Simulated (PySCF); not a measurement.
A calculated (revPBE, PySCF 2.14, dyall-av2z, the non-relativistic Hamiltonian (point nucleus)) atom or ion has these occupied shells.

| shell | electrons | orbital energy (eV) | rms radius, mean of both spins (bohr) |
| --- | --- | --- | --- |
| 1s α | 1 | -2769.4 | 0.106 |
| 1s β | 1 | -2768.8 | 0.106 |
| 2s α | 1 | -278.77 | 0.486 |
| 2s β | 1 | -278.26 | 0.486 |
| 2p α | 3 | -219.42 | 0.454 |
| 2p β | 3 | -218.65 | 0.454 |
| 3s α | 1 | -46.233 | 1.56 |
| 3s β | 1 | -42.028 | 1.56 |
| 3p α | 3 | -33.076 | 1.72 |

(1) Name the element and its charge.

## Answers

(1) Cl(2+) (chlorine, charge +2), in [Ne] 3s2 3p3, high-spin 4S determinant.
